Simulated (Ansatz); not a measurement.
System: sum formula Si$_{2}$NH$_{7}$, charge 0, multiplicity 1. SMILES: [SiH3]N[SiH3]
Geometry from a B3LYP-D3(BJ)/def2-TZVP (Ansatz, a program for electronic structure) optimisation:
```
N
H 1 1.0119
Si 1 1.7300 2 115.20
Si 1 1.7300 2 115.20 3 -175.84
H 3 1.4786 1 107.45 2 171.58
H 4 1.4786 1 107.45 2 -171.58
H 3 1.4834 5 110.01 1 120.46
H 4 1.4834 6 110.01 1 -120.46
H 3 1.4851 5 108.83 7 117.17
H 4 1.4851 6 108.83 8 -117.17
```
Charge 0, spin multiplicity 1.

Wanted: atomisation energy (electronic, to ground-state atoms); the coupled-cluster value holds the core correlation from cc-pwCVTZ, in kJ/mol. Correlated levels leave the core frozen unless marked. Open shells are spin-unrestricted. Spin-orbit coupling is left out. No relativistic terms. CBS marks a two-point X^-3 extrapolation of the correlation energy; Hartree-Fock from the larger set.

Level to compare with: CCSD(T)/CBS(cc-pV(T+d)Z,cc-pV(Q+d)Z) plus the core term (Ansatz), 3111.9 kJ/mol. It is a level with limits of its own, and the differences hold the functionals' basis error too.

Task: Rank these functionals by how close they come to CCSD(T)/CBS(cc-pV(T+d)Z,cc-pV(Q+d)Z), closest first: BHLYP/def2-TZVPD (Ansatz); wB97X/def2-TZVPD (Ansatz); SVWN5/def2-TZVPD (Ansatz); revPBE/def2-TZVPD (Ansatz).

Result: wB97X/def2-TZVPD (range-separated hybrid, 3101.8 kJ/mol, difference -10.1), BHLYP/def2-TZVPD (global hybrid, 3044.1 kJ/mol, difference -67.8), revPBE/def2-TZVPD (GGA, 2960.2 kJ/mol, difference -151.7), SVWN5/def2-TZVPD (LDA, 3410.7 kJ/mol, difference 298.8)
